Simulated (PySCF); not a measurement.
An equivalent PySCF input for Pb²⁺ (lead, charge +2), [Xe] 4f14 5d10 6s2, closed-shell 1S, with the spin-free X2C one-electron Hamiltonian (Gaussian nucleus):

```python
from pyscf import gto, scf, dft, mp, cc
import basis_set_exchange as bse
mol = gto.M(atom="Pb 0 0 0", charge=2, spin=0, symmetry="D2h",
            basis=gto.basis.parse(bse.get_basis("ANO-RCC-VTZP", elements=["Pb"], fmt="nwchem")),
            nucmod="G")
mf = dft.UKS(mol, xc="LDA,VWN").sfx2c1e()
mf.irrep_nelec = {'Ag': (12, 12), 'B1g': (3, 3), 'B2g': (3, 3), 'B3g': (3, 3), 'Au': (1, 1), 'B1u': (6, 6), 'B2u': (6, 6), 'B3u': (6, 6)}
mf.kernel()
```

It reaches the same state as the run whose output follows, with an energy that differs only through the grid. The run itself started from symmetry-adapted Hartree-Fock orbitals and held the occupation by maximum overlap, on a logarithmic radial grid, so the iterations belong to that start.

```
SCF conv_tol = 1e-09
number electrons alpha = 40  beta = 40
XC functionals = LDA,VWN
    P. A. M. Dirac.,  Math. Proc. Cambridge Philos. Soc. 26, 376 (1930)
    F. Bloch.,  Z. Phys. 57, 545 (1929)
    S. H. Vosko, L. Wilk, and M. Nusair.,  Can. J. Phys. 58, 1200 (1980)
cycle= 1 E= -20871.8322924776  delta_E= -0.0226  |g|= 0.183  |ddm|= 0.143
cycle= 2 E= -20871.8321616487  delta_E= 0.000131  |g|= 0.161  |ddm|= 0.0572
cycle= 3 E= -20871.8350407494  delta_E= -0.00288  |g|= 0.0163  |ddm|= 0.0373
cycle= 4 E= -20871.8350913633  delta_E= -5.06e-05  |g|= 0.000257  |ddm|= 0.0055
cycle= 5 E= -20871.8350913824  delta_E= -1.92e-08  |g|= 7.74e-06  |ddm|= 0.000132
cycle= 6 E= -20871.8350913824  delta_E= -3.64e-12  |g|= 3.76e-08  |ddm|= 2.61e-06
converged SCF energy = -20871.8350913824  <S^2> = -1.4210855e-14  2S+1 = 1
```

Spin-orbit coupling, which splits the p, d and f shells strongly at this Z, is absent.
